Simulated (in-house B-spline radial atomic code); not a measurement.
Settings and results of a run for Se¹⁹⁺. Level of theory: scalar-relativistic (X2C) PBE, spin-polarised, spherical fractional occupations, Fermi nucleus of rms radius 4.14 fm; calculated with a radial B-spline atomic code at the basis-set limit.

Command:
```bash
python run_scf.py task.json out
```
Settings (nuclear radius in fm, mass in u):
```
Z                34
configuration    [Ne] 3s2 3p3
hamiltonian      x2c
method           pbe,pbe
spin_polarised   True
nucleus          fermi
rms_radius       4.14
atomic_mass      79.91652
speed_of_light   137.035999084
```

Output (hartree, bohr):
```
 radial grid: 60 intervals, B-splines of order 8, outer radius 3.5025 bohr

 iter        energy (Eh)    residual
    1       -2205.234964    3.24e+00
    2       -2223.154288    4.18e-01
    3       -2223.530235    1.77e-01
    4       -2223.598325    7.48e-02
    5       -2223.612789    1.17e-02
    6       -2223.613157    3.21e-05
    7       -2223.613157    9.72e-07
    8       -2223.613157    1.76e-08

 total energy                     -2223.61316
 kinetic                            2282.3850
 electron-nucleus                  -4913.0786
 Hartree                             471.5904
 exchange-correlation                -64.5100

 orbital      occ     eigenvalue          <r>       <r^2>       <1/r>       r_max
 1s up      1.000      -487.2661    0.0436796  0.00258051     35.3284     0.02833
 1s down    1.000      -487.1369     0.043671  0.00257953     35.3346     0.02833
 2s up      1.000       -86.5476      0.19367   0.0441971     7.84108      0.1637
 2s down    1.000       -86.4458     0.193498   0.0440941     7.84297      0.1638
 2p up      3.000       -79.6553     0.168982   0.0348504      7.5522      0.1309
 2p down    3.000       -79.5087     0.168941   0.0348096     7.55027      0.1311
 3s up      1.000       -30.6515      0.49323     0.27657     2.98958      0.4611
 3s down    1.000       -30.1455      0.49502    0.278779      2.9781      0.4613
 3p up      3.000       -28.4471      0.48363    0.269383      2.8676      0.4479
```

Time taken, with all properties: 0.15 s on 1 thread of Arm Neoverse V1, on a shared host.

One-electron X2C: radii and densities carry no picture-change correction, so inner-shell <1/r> comes out high (for 1s by about 2 % at Z = 33, 5 % at 54, 10 % at 75, 30 % at 118) and <r> low.
